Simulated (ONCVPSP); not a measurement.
Transferability test, ONCV potential for lithium (Li)

```
Element                 : Li
Generator               : ONCVPSP 4.0.1
Type                    : optimised norm-conserving Vanderbilt (ONCV)
Functional              : LDA (Perdew-Wang 92)
Relativity              : scalar-relativistic
Frozen core             : none
Valence charge          : 3
Reference configuration : 1s2 (charge +1)
Partial waves           : 1s: rc 0.40 bohr, ncon 3, nbas 7, qcut 19.8 1/bohr, 2 projectors, debl 1.7 Ha; p scattering state at 0.07 Ha: rc 0.40 bohr, ncon 4, nbas 8, qcut 18.8 1/bohr, 2 projectors, debl 2.6 Ha
Local potential         : polynomial inside 0.30 bohr (lpopt 5, dvloc0 0 Ha)
Core correction         : none
```

In the s channel the program set the typed energies aside and used -2.190, 0.250 Ha.

Energies are relative to the spin-unpolarised reference configuration 1s2; without spin polarisation the order of configurations can differ from experiment.

```tsv
valence configuration	charge	ΔE all-electron (eV)	error AE − PS (meV)
1s2 2s0.5	+0.5	-3.194	+0.1
1s2 2p1	0	-3.484	0.0
```

Question: What are ΔE and the potential's error for 1s1 2s1?

Answer: ΔE = 62.152 eV all-electron; the error (AE − PS) is +15 meV.

Question: What are ΔE and the potential's error for 1s2 2s1?

Answer: ΔE = -5.237 eV all-electron; the error (AE − PS) is +0.3 meV.

Levels in the configuration 1s2 2p1:

| level | all-electron (eV) | pseudo (eV) |
| --- | --- | --- |
| 1s | -52.557 | -52.563 |
| 2p | -1.582 | -1.582 |
